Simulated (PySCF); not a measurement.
## Vertical excitation energies

Compound: cis-Ti(NH3)2F4 (singlet state).
SMILES: `[NH3]->[Ti](<-[NH3])([F])([F])([F])[F]`

Level of theory: TDDFT CAM-B3LYP/def2-SVPD, vertical, gas phase, core orbitals frozen in the response (PySCF 2.14.0, density-fitted response routines). Isolated species at its PBE0-D3(BJ)/def2-SVP geometry, gas phase.

```csv
state,E (eV),λ (nm),ν̃ (cm⁻¹),f,"main configurations (H = HOMO, L = LUMO)"
S1,6.01,206.3,48460,0.019,H→L (99%)
S2,6.16,201.2,49700,0.0003,H-1→L (98%)
S3,6.37,194.6,51380,0.0057,"H→L+1 (81%), H-1→L+1 (12%)"
S4,6.37,194.5,51400,0.0008,"H-1→L+1 (86%), H→L+1 (11%)"
S5,6.53,189.8,52690,0.0000,H→L+2 (97%)
S6,6.75,183.8,54410,0.0000,H-2→L (97%)
S7,6.81,182.2,54900,0.0063,"H-3→L (52%), H-1→L+2 (43%)"
S8,6.89,180.0,55550,0.018,"H-3→L (42%), H-1→L+2 (42%), H-4→L+1 (8%)"
S9,7.02,176.6,56610,0.0004,"H-3→L+1 (62%), H-4→L (35%)"
S10,7.22,171.8,58210,0.0043,"H-2→L+2 (42%), H-4→L (27%), H-3→L+1 (25%)"
S11,7.25,171.0,58490,0.0014,"H-2→L+1 (65%), H-3→L+2 (32%)"
S12,7.35,168.6,59310,0.0046,"H-5→L (84%), H-4→L+1 (10%)"
S13,7.36,168.5,59360,0.013,"H-4→L+1 (75%), H-5→L (14%)"
S14,7.43,166.9,59920,0.0047,"H-3→L+2 (54%), H-2→L+1 (21%), H-5→L+2 (18%)"
S15,7.44,166.7,60000,0.015,"H-2→L+2 (46%), H-5→L+1 (21%), H-4→L (20%)"
```

Triplets (Tamm–Dancoff): T1 5.88 eV, H→L (98%); T2 6.01 eV, H-1→L (98%); T3 6.16 eV, H→L+1 (94%); T4 6.28 eV, H-1→L+1 (88%), H→L+2 (10%).

The lowest singlet lies at 6.01 eV (206 nm, ultraviolet) and is weak; its leading configuration is HOMO→LUMO (99%). The largest oscillator strength of a single state is 0.019. S3/S4, S12/S13 and S14/S15 lie within about 0.01 eV of each other in each set. For S1 the Löwdin share of titanium is at most 12% in HOMO and 80% in LUMO (ligand-to-metal charge transfer by this measure). Of the 15 states listed, 4 reach f = 0.01 and 4 stay under 0.0005. The listed states span 1.43 eV. Weighted by f, the mean energy of these states is 6.89 eV. Singlets were solved by full linear response, triplets in the Tamm–Dancoff approximation.

On Intel Xeon 6975P-C, one thread, no GPU, shared host with 192 logical CPUs at a one-minute load of 110, this took 56 s of wall time (grids of density and orbitals included) and 1.0 GiB of memory at its peak.
